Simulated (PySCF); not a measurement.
Cl₃In, SMILES [Cl][In+]([Cl])[Cl] (connectivity only; charge and spin as stated), charge +1, multiplicity 2.

Coordinates come from a B3LYP-D3(BJ)/def2-SVP optimisation. The def2 effective core potentials stand for the cores of In; spin–orbit coupling is left out.

These are B3LYP-D3(BJ)/def2-SVP run with PySCF values and carry that method's errors.

Frequencies are harmonic and unscaled.

```
mode  ν (cm⁻¹)  IR (km/mol)  moving atoms (share of kinetic energy)
----  --------  -----------  --------------------------------------
1           55          2.8                        Cl 65 %, In 35 %
2           75          5.7                        Cl 54 %, In 46 %
3          154          4.7                        Cl 90 %, In 10 %
4          241          2.4                        Cl 88 %, In 12 %
5          324          1.7                                 Cl 98 %
6          436         31.8                        Cl 64 %, In 36 %
```
